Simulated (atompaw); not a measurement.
u(r) = r·R(r): atom against pseudo-atom (manganese)

Columns: radius, all-electron u(r) and pseudo u(r) of the 4p shell (level -1.89 eV) of manganese in the configuration [Ar] 3d5 4s1.5 4p0.5; LDA (PW92), scalar-relativistic, PAW (atompaw) scheme, atompaw 4.2.0.5.

| r (bohr) | all-electron | pseudo |
| --- | --- | --- |
| 0.115 | 0.1047 | 0.0022 |
| 0.231 | 0.0705 | 0.0090 |
| 0.346 | -0.0401 | 0.0200 |
| 0.462 | -0.1342 | 0.0351 |
| 0.577 | -0.1821 | 0.0537 |
| 0.692 | -0.1874 | 0.0755 |
| 0.808 | -0.1617 | 0.1001 |
| 0.923 | -0.1169 | 0.1266 |
| 1.038 | -0.0619 | 0.1547 |
| 1.154 | -0.0022 | 0.1839 |
| 1.269 | 0.0573 | 0.2133 |
| 1.385 | 0.1150 | 0.2428 |
| 1.500 | 0.1687 | 0.2715 |
| 1.615 | 0.2181 | 0.2992 |
| 1.731 | 0.2633 | 0.3258 |
| 1.846 | 0.3034 | 0.3506 |
| 1.962 | 0.3393 | 0.3739 |
| 2.077 | 0.3705 | 0.3951 |
| 2.192 | 0.3977 | 0.4144 |
| 2.308 | 0.4212 | 0.4319 |
| 2.423 | 0.4410 | 0.4473 |
| 2.538 | 0.4575 | 0.4608 |
| 2.654 | 0.4712 | 0.4726 |
| 2.769 | 0.4819 | 0.4824 |
| 2.885 | 0.4903 | 0.4904 |
| 3.000 | 0.4963 | 0.4963 |

(1) How many radial nodes do the two functions have?

(2) Is the pseudo-wave norm-conserving?

Results:

(1) The all-electron 4p function has n − l − 1 = 2; the pseudo-wave has 0, since the states of the same l below it are removed with the core.

(2) No, it belongs to a PAW set: the norm inside the radius is not constrained, and the difference is carried by the augmentation charge.
